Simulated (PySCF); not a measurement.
A side-by-side comparison of computed properties.

First species: C6H9FO.
Geometry (GFN2-xTB, Å), atoms numbered from 1 in this order:
```xyz
17
C6H9FO angstrom
F     -2.2288    1.5111   -0.1802
C     -1.2348    0.6037   -0.4697
C     -1.2695   -0.5889    0.4954
C      0.1374   -0.4919    1.1177
C      1.1695   -0.9438    0.0639
C      1.1942    0.2849   -0.8653
C      0.1601    1.1911   -0.1687
O      0.3486    0.9031    1.2000
H     -1.3712    0.3400   -1.5224
H     -2.0360   -0.4188    1.2501
H     -1.4535   -1.5375   -0.0017
H      0.2403   -0.9510    2.0981
H      0.8620   -1.8558   -0.4427
H      2.1397   -1.1096    0.5290
H      2.1714    0.7638   -0.8652
H      0.9162    0.0538   -1.8911
H      0.2474    2.2579   -0.3569
```

Second species: C2H5F3SSi.
SMILES: `C[Si@@H](S)C(F)(F)F`

Levels: B3LYP/def2-SVPD for HOMO energy, LUMO energy, HOMO–LUMO gap and static isotropic polarisability; TDDFT B3LYP/def2-SVPD for lowest singlet excitation; TDA B3LYP/def2-SVPD for lowest triplet excitation (Tamm–Dancoff). Geometries: GFN2-xTB. All species are isolated and taken at one optimised geometry, non-relativistic unless stated; the electronic structure was computed with PySCF and density fitting.

Dipoles, sizes and rotational constants follow the conformer. The torsions of the flexible species, by atom-mapped SMILES:
- `[CH3:1][Si@@H:2]([SH:3])[C:4]([F:5])([F:6])[F:7]`: C1–Si2–C4–F5 71°, H–S3–Si2–C1 142°

The conformers of `F[C@@H]1C[C@H]2CC[C@@H]1O2` aren't listed.

```json
{"property": "HOMO energy", "column X": "-7.56 eV", "column Y": "-7.49 eV"}
{"property": "LUMO energy", "column X": "-0.51 eV", "column Y": "0.27 eV"}
{"property": "HOMO–LUMO gap", "column X": "7.05 eV", "column Y": "7.76 eV"}
{"property": "lowest singlet excitation", "column X": "5.91 eV", "column Y": "6.87 eV"}
{"property": "lowest triplet excitation (Tamm–Dancoff)", "column X": "5.52 eV", "column Y": "6.78 eV"}
{"property": "static isotropic polarisability", "column X": "75.0 au", "column Y": "68.5 au"}
```

Problem. Which column belongs to which species?

Solution. Column X is the second species and column Y the first. The first has 17 atoms and 62 electrons, the second 12 and 74.

Problem. How does each property change from the first species to the second?

Solution. HOMO energy -0.07 eV; LUMO energy -0.78 eV; HOMO–LUMO gap -0.71 eV; lowest singlet excitation -0.96 eV; lowest triplet excitation (Tamm–Dancoff) -1.26 eV; static isotropic polarisability +6.5 au.

On the first: The 8 singlets span 6.87 to 8.51 eV, and their oscillator strengths add up to 0.04. The principal polarisabilities are 62.9, 70.1 and 72.5 au; their mean is the isotropic value.

On the second: S1 lies 1.14 eV below the HOMO–LUMO gap; its leading configuration is HOMO→LUMO, weight 0.92. No computed singlet falls in the visible range (750 to 380 nm, 1.65 to 3.26 eV); S1 lies 2.65 eV above its blue end.
